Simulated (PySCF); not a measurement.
# B⁺: ionisation energy

B⁺ [He] 2s2 (1S) → B²⁺ [He] 2s1 (2S), as a difference of total energies. Computed with PySCF 2.14 in aug-cc-pVQZ, with no relativity, point nucleus. Correlated levels: valence: 1s2 frozen. The calculations carry no spin-orbit coupling.

```json
{"method": "UHF", "ionisation energy (eV)": "23.443"}
{"method": "MP2 (valence)", "ionisation energy (eV)": "24.480"}
{"method": "SCS-MP2 (valence)", "ionisation energy (eV)": "24.687"}
{"method": "CCSD (valence)", "ionisation energy (eV)": "25.102"}
```

Errors of the correlated levels include the incompleteness of this basis and the frozen core.

With two correlated electrons CCSD is exact in that space.

Problem. Which method comes closest to the reference value, and which is furthest?

Solution. The reference is 25.155 eV (measured; NIST Atomic Spectra Database, ionization energies). Closest: CCSD (valence) (error -0.053 eV); furthest: UHF (error -1.712 eV).
